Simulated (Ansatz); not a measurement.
## Relative stability

The two ends of one reaction step of CH$_{8}$OSn, singlet (PBE0-D4/def2-TZVP).

A:

```
11
angstrom
Sn -0.7854 1.5336 0.6732
O -0.3814 -0.0176 1.8218
H -1.8586 0.8981 -0.4782
H -1.5009 2.7410 1.6496
H 0.6740 2.0917 -0.0174
H 0.5277 -1.4256 -0.1804
C 0.7429 -1.4910 -1.2474
H 0.1342 0.2116 2.5977
H 1.3021 -2.4037 -1.4526
H 1.3367 -0.6304 -1.5575
H -0.1914 -1.5078 -1.8088
```

B:

| atom | x (Å) | y (Å) | z (Å) |
| --- | --- | --- | --- |
| Sn1 | -0.5528 | 1.0196 | -0.4012 |
| O2 | 0.6850 | -0.8333 | 1.9948 |
| H3 | -1.2400 | 2.1010 | -1.5446 |
| H4 | -1.7731 | 0.6455 | 0.7396 |
| H5 | 0.7137 | 1.8565 | 0.3899 |
| H6 | -0.0983 | -0.8184 | 2.5504 |
| C7 | 0.1586 | -0.7285 | -1.3967 |
| H8 | 1.2646 | -0.1599 | 2.3594 |
| H9 | 0.5889 | -1.3976 | -0.6531 |
| H10 | 0.9178 | -0.4574 | -2.1305 |
| H11 | -0.6645 | -1.2278 | -1.9080 |

Ansatz 0.2.0; basis: def2-TZVPP; cores frozen in the correlated methods. Filled d shells of the heavier atoms are correlated. Core potentials replace the inner electrons of the atoms past krypton. The def2 sets are not built for correlating such inner shells, so the correlated values are less sure here. B3LYP uses VWN-RPA correlation.

Problem. Which structure is lower at CCSD(T), and by how much? (Judge from chemistry; the value comes from the calculation.)

Solution. By the calculation: A, by 0.273 eV (electronic energy, against the other). By their contacts, A is a complex of SnH₄O ([OH][SnH3]) + CH₄ and B is a complex of CH₆Sn ([CH3][SnH3]) + H₂O.

All methods give the same order:

```json
{"method": "SPW92", "E(B) − E(A) (eV)": "0.201"}
{"method": "PBE-D4", "E(B) − E(A) (eV)": "0.300"}
{"method": "BLYP-D4", "E(B) − E(A) (eV)": "0.398"}
{"method": "r2SCAN-D4", "E(B) − E(A) (eV)": "0.350"}
{"method": "B97M-V", "E(B) − E(A) (eV)": "0.401"}
{"method": "PBE0-D4", "E(B) − E(A) (eV)": "0.267"}
{"method": "B3LYP-D4", "E(B) − E(A) (eV)": "0.365"}
{"method": "r2SCAN0-D4", "E(B) − E(A) (eV)": "0.300"}
{"method": "BHLYP-D4", "E(B) − E(A) (eV)": "0.352"}
{"method": "CAM-B3LYP-D4", "E(B) − E(A) (eV)": "0.372"}
{"method": "wB97X-V", "E(B) − E(A) (eV)": "0.339"}
{"method": "wB97M-V", "E(B) − E(A) (eV)": "0.291"}
{"method": "B2PLYP", "E(B) − E(A) (eV)": "0.365"}
{"method": "PBE-QIDH", "E(B) − E(A) (eV)": "0.264"}
{"method": "RPA on PBE", "E(B) − E(A) (eV)": "0.303"}
{"method": "HF", "E(B) − E(A) (eV)": "0.427"}
{"method": "MP2", "E(B) − E(A) (eV)": "0.263"}
{"method": "CCSD", "E(B) − E(A) (eV)": "0.280"}
{"method": "CCSD(T)", "E(B) − E(A) (eV)": "0.273"}
```

No T1 diagnostic of these runs exceeds 0.013.

Labels in which every atom is bracketed show which atoms are joined, not bond orders.

For scale, one of the runs: CCSD(T)/def2-TZVPP, 224 basis functions, launched by `ansatz run in.yaml --threads 4 --pin off --events-out ev --progress --plain --max-ram 9574MiB`. The run took 2.3 min on 4 CPU threads of an Intel Xeon (shared host), with 4 GiB of host memory at its peak.
